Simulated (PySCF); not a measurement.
Cartesian coordinates in Å; atom numbers follow the order of the lines, from 1:
```xyz
19

C    -2.932   -1.268    0.482
C    -1.918   -0.999   -0.135
Si   -0.375   -0.621   -1.059
O    -0.112    1.011   -1.032
C    -1.074    2.029   -1.060
O     0.917   -1.392   -0.378
C     1.133   -1.546    0.999
O     1.037   -0.366    1.704
C     2.061    0.561    1.441
H    -3.828   -1.507    1.028
H    -0.460   -1.127   -2.448
H    -0.596    2.972   -0.753
H    -1.911    1.824   -0.370
H    -1.487    2.171   -2.074
H     0.376   -2.221    1.431
H     2.139   -1.998    1.103
H     2.000    0.953    0.413
H     1.935    1.394    2.146
H     3.059    0.110    1.600
```

Geometry: PBE0-D3(BJ)/def2-SVP; GIAO shifts from PySCF, gas phase, non-relativistic, averaged over equivalent atoms.

At KT3/pcSseg-1 (210 basis functions, 54 s wall time on 1 thread of an Arm Neoverse V1, shared host):
```csv
atoms,δ (ppm)
C7,94.2
C1,88.8
C2,73.3
C9,56.4
C5,51.7
Si3,-53.7
O6,109.3
O8,86.2
O4,38.6
H15,5.51
H16,4.67
H11,4.57
H12/H13/H14,3.76
H17/H18/H19,3.46
H10,2.43
```

Scale: ¹³C (σ = 182.31 ppm) and ²⁹Si (σ = 365.51 ppm) and ¹H (σ = 31.32 ppm) vs TMS; ¹⁷O (σ = 329.03 ppm) vs H2O (reference shieldings calculated alike).

Estimate the result of repeating the calculation with PBE0/pcSseg-1.

Results:


```json
{"atoms": "C7", "δ at PBE0/pcSseg-1": "94.6", "change": "+0.4"}
{"atoms": "C1", "δ at PBE0/pcSseg-1": "102.9", "change": "+14.1"}
{"atoms": "C2", "δ at PBE0/pcSseg-1": "84.6", "change": "+11.3"}
{"atoms": "C9", "δ at PBE0/pcSseg-1": "56.7", "change": "+0.3"}
{"atoms": "C5", "δ at PBE0/pcSseg-1": "51.2", "change": "-0.5"}
{"atoms": "Si3", "δ at PBE0/pcSseg-1": "-48.5", "change": "+5.2"}
{"atoms": "O6", "δ at PBE0/pcSseg-1": "101.2", "change": "-8.1"}
{"atoms": "O8", "δ at PBE0/pcSseg-1": "72.0", "change": "-14.2"}
{"atoms": "O4", "δ at PBE0/pcSseg-1": "28.9", "change": "-9.7"}
{"atoms": "H15", "δ at PBE0/pcSseg-1": "5.34", "change": "-0.17"}
{"atoms": "H16", "δ at PBE0/pcSseg-1": "4.54", "change": "-0.13"}
{"atoms": "H11", "δ at PBE0/pcSseg-1": "4.56", "change": "-0.01"}
{"atoms": "H12/H13/H14", "δ at PBE0/pcSseg-1": "3.70", "change": "-0.06"}
{"atoms": "H17/H18/H19", "δ at PBE0/pcSseg-1": "3.45", "change": "-0.01"}
{"atoms": "H10", "δ at PBE0/pcSseg-1": "2.32", "change": "-0.11"}
```

Referencing at the same level of theory: TMS for ¹³C (σref 184.41) and ²⁹Si (σref 351.99) and ¹H (σref 31.27); ¹⁷O (σref 334.56) against H2O.

The largest change is at O8 (ether oxygen). Cost: 210 basis functions, 50 s wall time on 1 thread of an Arm Neoverse V1, shared host. The order of the carbon signals changes between the two levels.

Experimental scales use liquid or dissolved standards, which lie at an offset from isolated H2O (liquid H2O: subtract about 36 ppm).
